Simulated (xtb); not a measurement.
A run for xtb: GFN1-xTB on H2OSSi (SMILES O[Si]S), a point of a torsion scan.

```
$ xtb mol.xyz --gfn 1 --sp --chrg 0 --uhf 0
5

O     -1.09835668     0.25853164    -0.12765799
Si    -0.15866009    -0.96923242    -0.64182742
S      1.43909936    -0.62691768     0.80618064
H     -1.94384331     0.49895783    -0.49120376
H      2.17992506    -1.63488544     0.36251614
```

Program output:

```
[...]
           -------------------------------------------------
          |                Calculation Setup                |
           -------------------------------------------------



           -------------------------------------------------
          |                 G F N 1 - x T B                 |
           -------------------------------------------------

        Reference                      10.1021/acs.jctc.7b00118
      * Hamiltonian:
        H0-scaling (s, p, d)           1.850000    2.250000    2.000000
        zeta-weighting                 0.000000
      * Dispersion:
        s8                             2.400000
        a1                             0.630000
        a2                             5.000000
        s9                             0.000000
      * Repulsion:
        kExp                           1.500000
        rExp                           1.000000
      * Coulomb:
        alpha                          2.000000
        third order                    atomic
        anisotropic                    false
      * Halogen bond correction:
        rad-scale                      1.300000
        damping                        0.440000


          ...................................................
          :                      SETUP                      :
          :.................................................:
          :  # basis functions                  28          :
          :  # atomic orbitals                  26          :
          :  # shells                           12          :
          :  # electrons                        18          :
          :  # halogen bonds                     0          :
          :  max. iterations                   250          :
          :  Hamiltonian                  GFN1-xTB          :
          :  restarted?                      false          :
          :  GBSA solvation                  false          :
          :  PC potential                    false          :
          :  electronic temp.          300.0000000     K    :
          :  accuracy                    1.0000000          :
          :  -> integral cutoff          0.2500000E+02      :
          :  -> integral neglect         0.1000000E-07      :
          :  -> SCF convergence          0.1000000E-05 Eh   :
          :  -> wf. convergence          0.2000000E-04 e    :
          :  Broyden damping             0.4000000          :
          :  net charge                          0          :
          :  unpaired electrons                  0          :
          ...................................................

 iter      E             dE          RMSdq      gap      omega  full diag
   1    -11.4211757 -0.114212E+02  0.541E+00    3.60       0.0  T
   2    -11.4388827 -0.177069E-01  0.320E+00    3.68       1.0  T
   3    -11.4384416  0.441007E-03  0.875E-01    3.36       1.0  T
   4    -11.4410669 -0.262528E-02  0.236E-01    3.44       1.0  T
   5    -11.4410888 -0.218719E-04  0.687E-02    3.44       1.0  T
   6    -11.4410922 -0.337250E-05  0.134E-02    3.45       3.3  T
   7    -11.4410924 -0.213457E-06  0.142E-03    3.45      31.5  T
   8    -11.4410924 -0.354596E-08  0.242E-04    3.45     185.0  T
   9    -11.4410924 -0.833023E-10  0.128E-05    3.45    3502.3  T
  10    -11.4410924 -0.198952E-12  0.433E-06    3.45   10331.9  T

   *** convergence criteria satisfied after 10 iterations ***

         #    Occupation            Energy/Eh            Energy/eV
      -------------------------------------------------------------
         1        2.0000           -0.8054724             -21.9180
       ...           ...                  ...                  ...
         3        2.0000           -0.5985805             -16.2882
         4        2.0000           -0.5288453             -14.3906
         5        2.0000           -0.5140941             -13.9892
         6        2.0000           -0.4833119             -13.1516
         7        2.0000           -0.4523195             -12.3082
         8        2.0000           -0.3804932             -10.3537
         9        2.0000           -0.3432101              -9.3392 (HOMO)
        10                         -0.2164088              -5.8888 (LUMO)
        11                         -0.1540380              -4.1916
        12                         -0.1153547              -3.1390
        13                         -0.1007668              -2.7420
        14                         -0.0641641              -1.7460
       ...                                ...                  ...
        26                          1.0915789              29.7034
      -------------------------------------------------------------
                  HL-Gap            0.1268013 Eh            3.4504 eV
             Fermi-level           -0.2798095 Eh           -7.6140 eV

 SCC (total)                   0 d,  0 h,  0 min,  0.007 sec
 SCC setup                      ...        0 min,  0.000 sec (  1.539%)
 Dispersion                     ...        0 min,  0.000 sec (  0.567%)
 classical contributions        ...        0 min,  0.000 sec (  0.251%)
 integral evaluation            ...        0 min,  0.002 sec ( 35.438%)
 iterations                     ...        0 min,  0.002 sec ( 29.385%)
 molecular gradient             ...        0 min,  0.002 sec ( 30.397%)
 printout                       ...        0 min,  0.000 sec (  2.104%)

         :::::::::::::::::::::::::::::::::::::::::::::::::::::
         ::                     SUMMARY                     ::
         :::::::::::::::::::::::::::::::::::::::::::::::::::::
         :: total energy             -11.387325664703 Eh    ::
         :: gradient norm              0.033779228738 Eh/a0 ::
         :: HOMO-LUMO gap              3.450439831061 eV    ::
         ::.................................................::
         :: SCC energy               -11.441092388547 Eh    ::
         :: -> electrostatic           0.048467396637 Eh    ::
         :: repulsion energy           0.055176807220 Eh    ::
         :: dispersion energy         -0.001410083375 Eh    ::
         :: halogen bond corr.         0.000000000000 Eh    ::
         :: add. restraining           0.000000000000 Eh    ::
         :: total charge              -0.000000000000 e     ::
         :::::::::::::::::::::::::::::::::::::::::::::::::::::

           -------------------------------------------------
          |                Property Printout                |
           -------------------------------------------------

    * Orbital Energies and Occupations

         #    Occupation            Energy/Eh            Energy/eV
      -------------------------------------------------------------
         1        2.0000           -0.8054724             -21.9180
         2        2.0000           -0.7409882             -20.1633
         3        2.0000           -0.5985805             -16.2882
         4        2.0000           -0.5288453             -14.3906
         5        2.0000           -0.5140941             -13.9892
         6        2.0000           -0.4833119             -13.1516
         7        2.0000           -0.4523195             -12.3082
         8        2.0000           -0.3804932             -10.3537
         9        2.0000           -0.3432101              -9.3392 (HOMO)
        10                         -0.2164088              -5.8888 (LUMO)
        11                         -0.1540380              -4.1916
        12                         -0.1153547              -3.1390
        13                         -0.1007668              -2.7420
        14                         -0.0641641              -1.7460
        15                         -0.0252936              -0.6883
        16                          0.0021130               0.0575
Note: The following floating-point exceptions are signalling: IEEE_DENORMAL
normal termination of xtb
        17                          0.0239564               0.6519
        18                          0.0253695               0.6903
        19                          0.0412468               1.1224
        20                          0.1227731               3.3408
       ...                                ...                  ...
        26                          1.0915789              29.7034
      -------------------------------------------------------------
                  HL-Gap            0.1268013 Eh            3.4504 eV
             Fermi-level           -0.2798095 Eh           -7.6140 eV

  Mulliken/CM5 charges         n(s)   n(p)   n(d)
     1O    -0.50916 -0.68314   1.657  4.852  0.000
     2Si    0.31155  0.27614   1.671  1.402  0.616
     3S    -0.23193 -0.27578   1.893  4.347 -0.007
     4H     0.32776  0.50885   0.672  0.000  0.000
     5H     0.10178  0.17393   0.898  0.000  0.000

Wiberg/Mayer (AO) data.
largest (>0.10) Wiberg bond orders for each atom

 ---------------------------------------------------------------------------
     #   Z sym  total        # sym  WBO       # sym  WBO       # sym  WBO
 ---------------------------------------------------------------------------
     1   8 O    2.249 --     2 Si   1.388     4 H    0.851
     2  14 Si   2.857 --     1 O    1.388     3 S    1.347
     3  16 S    2.309 --     2 Si   1.347     5 H    0.949
     4   1 H    0.923 --     1 O    0.851
     5   1 H    1.016 --     3 S    0.949
 ---------------------------------------------------------------------------

Topologies differ in total number of bonds
Writing topology from bond orders to xtbtopo.mol

 dipole moment from electron density (au)
     X       Y       Z
  -0.7631  -0.3635  -0.8828  total (Debye):    3.107


           -------------------------------------------------
          | TOTAL ENERGY              -11.387325664703 Eh   |
          | GRADIENT NORM               0.033779228738 Eh/α |
          | HOMO-LUMO GAP               3.450439831061 eV   |
           -------------------------------------------------

------------------------------------------------------------------------
------------------------------------------------------------------------
 total:
 SCF:
```

The run finished.

Cost: very roughly 0.03 core-seconds.
